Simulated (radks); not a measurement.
Results of a calculation; reference values are marked as such.
Task: Numerical settings for the krypton ion Kr+, [Ar] 3d10 4s2 4p5. Code: a radial shooting solver on a logarithmic mesh with Libxc functionals. Model: Dirac Kohn-Sham, PBE, spin-unpolarised, spherical densities, point nucleus; open shells fill j = l - 1/2 first. The defaults (mesh step 0.008 in ln r, mesh end at 40 bohr or more with all orbitals vanishing there, Anderson mixing 0.5 over 9 steps, residual threshold near 1e-9 with the energy settled to 1e-9 hartree or 1e-11 of itself, here a cap of 64 iterations) give E = -2789.9631 hartree and 4p3/2 at -19.286 eV in 14 iterations. Run on one thread of a shared host, so times are rough (Arm Neoverse V2): 0.1 s of CPU time, 0.1 s wall, 14 iterations on 2546 mesh points. One setting is changed at a time: mesh step in ln r 0.012; mesh step in ln r 0.2; mesh step in ln r 0.005; mesh end (bohr) 400; mesh end (bohr) 3; residual threshold 1e-13; residual threshold 1e-16; mixing 0.05; linear mixing, mixing 0.5; linear mixing, mixing 0.2; mixing history 2; iteration cap 8. Which runs fail to converge, and which converge to a wrong energy?

Result: Not converged within the cap: mesh step in ln r 0.2; residual threshold 1e-16; linear mixing, mixing 0.2; iteration cap 8. Settings that end as converged yet miss the energy by more than 1 mhartree: mesh end (bohr) 3 (+0.865 hartree).
